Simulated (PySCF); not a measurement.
## Spinor energies of F (fluorine, neutral)

Start: [He] 2s1 2p6; 2s1/2 filled at m_j = +1/2. Calculated with PySCF 2.14 in x2c-SVPall-2c with one added diffuse shell of s type (4s2p1d, 15 functions): generalised Hartree-Fock with the X2C-1e Hamiltonian and a Gaussian nucleus; one run each with spin-orbit coupling (SO) switched off, then screened by Boettger's factors. This is a chosen level, not necessarily the ground level.

```
spinor shell  electrons  ε, spin-free (eV)  ε, screened SO (eV)  weight of nominal j (screened SO)  rms radius, screened SO (bohr)
       1s1/2          2            -719.27              -719.27                              1.000                           0.204
       2s1/2          1            -45.531              -45.531                              1.000                            1.10
       2p1/2          2            -18.746              -18.770                              0.667                            1.22
       2p3/2          4            -18.746              -18.734                              0.833                            1.23
```

| quantity | spin-free | screened SO |
| --- | --- | --- |
| E (hartree) | -98.51148 | -98.51149 |
| M_J | 1/2 | 1/2 |
| ⟨J²⟩ | 0.758 | 0.758 |
| ⟨L²⟩ | 0.000 | 0.000 |
| ⟨S²⟩ | 0.758 | 0.758 |

Each row is a mean over spinors that exchange with the open shell spreads, by up to 5.639 eV (2p3/2).

Rows whose weight is well below 1 are mixtures of j = l ± 1/2: exchange outweighs spin-orbit coupling there, and the label is only the starting occupation.

Without spin-orbit coupling the j labels of p, d and f shells carry no meaning; the spin-free column gives the mean over the occupied spinors of each nl shell.
